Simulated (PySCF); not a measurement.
H5GaN2, SMILES [NH2][GaH][NH2], B3LYP/def2-SVP optimised geometry.

```
8

Ga    -0.28     0.59     0.00
H     -1.09     1.92     0.00
N      1.54     0.59     0.00
H      2.10     1.44     0.00
H      2.13    -0.24     0.00
N     -1.12    -1.03     0.00
H     -0.65    -1.92     0.00
H     -2.13    -1.13     0.00
```

Density from B3LYP/def2-TZVP (PySCF) at that geometry.

Minimum of the electron density along straight lines between bonded atoms, close to the bond critical point (lines longer than 1.1 times the sum of covalent radii, or with two minima, are not listed):

```
bond    length / Å  ρ at the minimum / e bohr⁻³  ∇²ρ there / e bohr⁻⁵  position (fraction from the first atom)
------  ----------  ---------------------------  --------------------  ---------------------------------------
Ga1–H2       1.558                        0.117                  0.15                                     0.60
Ga1–N3       1.823                        0.132                  0.57                                     0.48
N3–H4        1.013                        0.333                 -1.57                                     0.73
N3–H5        1.014                        0.332                 -1.56                                     0.73
Ga1–N6       1.823                        0.132                  0.57                                     0.48
N6–H7        1.014                        0.332                 -1.56                                     0.73
N6–H8        1.013                        0.333                 -1.57                                     0.73
```
